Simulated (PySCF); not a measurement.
AlFCl2, SMILES [Cl][Al]([Cl])[F]. Atoms are numbered in the order given.

```xyz
4

Al     0.0000     0.0000    -0.3478
F      0.0000     0.0000    -1.9980
Cl     0.0000     1.8092     0.6619
Cl     0.0000    -1.8092     0.6619
```

Geometry: PBE0-D3(BJ)/def2-SVP.

Computed with HF/pcSseg-2 run with PySCF.

GIAO shieldings, no solvent; atoms alike by connectivity are averaged. δ = σ(ref) − σ: ¹⁹F against CFCl3 (σ = 237.3 ppm); ³⁵Cl against HCl (σ = 947.2 ppm), references at their B3LYP-D3(BJ)/def2-TZVP geometries, non-relativistic (without spin–orbit terms, shifts of atoms bonded to Cl or Br come out too high).

Computed chemical shifts:
```
nucleus     atoms  count  δ (ppm)
-------  --------  -----  -------
¹⁹F            F2      1   -135.5
³⁵Cl     Cl3, Cl4      2    -70.4
```
